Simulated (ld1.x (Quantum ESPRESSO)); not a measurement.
Before and after: ultrasoft potential for Ga

Ga (Z = 31), ultrasoft, made with ld1.x (Quantum ESPRESSO) 7.5 (PBEsol, scalar-relativistic). Core [Ar] 3d10, reference 4s2 4p0.75 (charge +0.25). Waves: 4s (bound): rcut 1.50, rcutus 1.80 bohr; 4s channel at -0.45 Ry: rcut 1.50, rcutus 1.80 bohr; 4p (bound): rcut 2.35, rcutus 2.80 bohr; 4p channel at 0.8 Ry: rcut 2.35, rcutus 2.80 bohr. Local part: all-electron potential smoothed inside 2.20 bohr (lloc = -2). Core correction: a·sin(br)/r model core, default radius (core density twice the valence density). Augmentation charge: built from norm-conserving waves at rcut, not smoothed further.

All-electron outer shells of the reference configuration (PBEsol, scalar-relativistic, ld1.x):

```csv
shell,level (eV),outermost node (bohr),outermost maximum (bohr)
3d,-21.00,–,0.53
4s,-10.65,0.81,1.87
4p,-4.04,0.87,2.47
```

Change: waves 4s (bound): rcut 1.50, rcutus 1.66 bohr; 4s channel at -0.45 Ry: rcut 1.50, rcutus 1.66 bohr.

Cutoffs: the cutoffs (Ry, on a coarse ladder) from which the occupation-weighted sum of valence levels, in a spherical-Bessel basis at the reference potential, stays within 10 and 1 mRy of its value at 400 Ry; they do not see the model core or the augmentation charge, which bear on the density cutoff. Errors are all-electron minus pseudo energies relative to the spin-unpolarised reference configuration.

Problem. Predict the effect on cutoff, ghosts and configuration errors.

Solution. The potential gets harder (8 Ry and 12 Ry → 12 Ry and 15 Ry); the errors of the 7 common tests hardly move; neither file shows a bound ghost. A smaller radius makes the pseudo-wave follow the all-electron one further in, where it bends more sharply, so more plane waves are needed.

| quantity | base | changed |
| --- | --- | --- |
| cutoff, loose | 8 Ry | 12 Ry |
| cutoff, tight | 12 Ry | 15 Ry |
| loose cutoff by channel (10 mRy a level) | s 8 Ry, p 6 Ry | s 10 Ry, p 6 Ry |
| bound ghosts | none | none |
| error for 4s2 4p1, meV [ΔE -0.82 eV] | -0.2 | -0.2 |
| error for 4s2 4p0, meV [ΔE 4.86 eV] | -9.2 | -9.2 |
| error for 4s1 4p0, meV [ΔE 25.99 eV] | -186 | -186 |
| error for 4s2 4p0.5, meV [ΔE 1.20 eV] | -0.7 | -0.7 |
| error for 4s1 4p2, meV [ΔE 5.73 eV] | -17 | -17 |
| error for 4s2 4p1.3, meV [ΔE -1.35 eV] | -0.8 | -0.8 |
| error for 4s0 4p3, meV [ΔE 12.57 eV] | -69 | -69 |
| s: phases at 3.03 bohr within 0.05 rad from the reference energy up to (Ry; the scan ends near 5) | to the end of the scan | to the end of the scan |
| p: phases at 3.03 bohr within 0.05 rad from the reference energy up to (Ry; the scan ends near 5) | 2.5 | 2.5 |
| lowest overlap eigenvalue by channel | s 0.02, p 0.76 | s 0.63, p 0.76 |
